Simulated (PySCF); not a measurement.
# Correlation energy of P (phosphorus, neutral)

[Ne] 3s2 3p3, high-spin 4S determinant. All numbers are calculated (PySCF 2.14, scalar relativity by spin-free X2C-1e, in aug-cc-pVQZ-DK). Frozen: [Ne]; 5 electrons correlated.

| level | correlation energy (mhartree) |
| --- | --- |
| CCSD | -104.86 |
| (T) | -4.58 |
| CCSD(T) | -109.44 |

Diagnostics: T1 = 0.0049, D1 = 0.0101, largest double amplitude 0.038.

Question: Is a single reference adequate?

Answer: Yes: T1 lies below 0.03 and no double amplitude reaches 0.07.
